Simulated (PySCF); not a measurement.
A GIAO shielding run with PySCF 2.14 (density fitting, non-relativistic, gas phase) on SMILES [SiH3]Sc1ccc2sccc2c1, C8H8S2Si:

```
{"job": {"kind": "nmr", "xc": "PBE0", "basis": "pcSseg-1"}, "charge": 0, "multiplicity": 1}
Si     3.516993    -0.492310    -0.503280
S      2.391503    -1.008052     1.247060
C      0.761619    -0.702015     0.584066
C      0.096517    -1.730972    -0.085844
C     -1.165401    -1.528213    -0.600837
C     -1.755598    -0.283887    -0.434365
S     -3.325747     0.216646    -0.991136
C     -3.084153     1.794936    -0.318792
C     -1.892439     1.944675     0.294187
C     -1.097516     0.760401     0.244776
C      0.180491     0.535084     0.756088
H      4.888765    -0.701962    -0.079463
H      3.096571    -1.376848    -1.583531
H      3.216407     0.895523    -0.834782
H      0.582483    -2.688538    -0.191925
H     -1.685517    -2.316726    -1.121743
H     -3.867115     2.520230    -0.427415
H     -1.571649     2.852923     0.772106
H      0.703983     1.318356     1.282531
```

Hardware: 1 thread of an x86-64 server CPU, shared host. The job also computes population analyses, field gradients.

Question: How large is the calculation?

Answer: 102 electrons, 248 basis functions and 1351 auxiliary functions.

Question: How long does it take?

Answer: 52 s of wall time, with 14 SCF cycles and 5 response iterations. Times on a shared host scatter by some tens of per cent.
